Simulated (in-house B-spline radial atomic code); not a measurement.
Whole-atom quantities along the 15-electron series, configuration [Ne] 3s2 3p3. Computed with a radial B-spline atomic code at the basis-set limit: non-relativistic Hartree-Fock, average of the configuration, point nuclei.

```csv
ion,Z,E/Z² (Eh),Σ<r²> (bohr²),n(0)/Z³ (bohr⁻³),Lamb diamagnetic shielding (ppm),repulsion over attraction
P,15,-1.514,31.146,0.64783,960.82,0.1609
S+,16,-1.5511,21.085,0.65211,1042.66,0.15499
Cl2+,17,-1.5852,15.636,0.65606,1124.17,0.14898
Ar3+,18,-1.6165,12.207,0.6597,1205.5,0.14312
K4+,19,-1.6453,9.8622,0.66306,1286.7,0.13751
Ca5+,20,-1.6718,8.1676,0.66616,1367.83,0.13219
Sc6+,21,-1.6963,6.894,0.66903,1448.9,0.12719
Ti7+,22,-1.719,5.9078,0.67169,1529.94,0.12249
V8+,23,?,?,?,?,?
Cr9+,24,?,?,?,?,?
Mn10+,25,-1.7777,3.9752,0.67864,1772.88,0.11005
Fe11+,26,-1.7947,3.5433,0.68066,1853.82,0.1064
Co12+,27,-1.8106,3.1796,0.68255,1934.75,0.10297
Ni13+,28,?,?,?,?,?
Cu14+,29,-1.8396,2.6045,0.686,2096.6,0.096691
Zn15+,30,-1.8527,2.3746,0.68757,2177.51,0.093819
```

Question: Fill in the row of V8+.

Answer: E/Z² (Eh): -1.74; Σ<r²> (bohr²): 5.126; n(0)/Z³ (bohr⁻³): 0.67417; Lamb diamagnetic shielding (ppm): 1610.94; repulsion over attraction: 0.11807.

Question: Fill in the row of Cr9+.

Answer: E/Z² (Eh): -1.7595; Σ<r²> (bohr²): 4.4941; n(0)/Z³ (bohr⁻³): 0.67648; Lamb diamagnetic shielding (ppm): 1691.92; repulsion over attraction: 0.11393.

Question: Fill in the row of Ni13+.

Answer: E/Z² (Eh): -1.8256; Σ<r²> (bohr²): 2.8701; n(0)/Z³ (bohr⁻³): 0.68432; Lamb diamagnetic shielding (ppm): 2015.68; repulsion over attraction: 0.099735.

Question: With what power of Z does the column «Σ<r²> (bohr²)» change over this range?

Answer: A fit of the logarithm of its size against log Z from Z = 15 to 30 has slope -3.54. Unscreened non-relativistic hydrogenic orbitals would give -2.
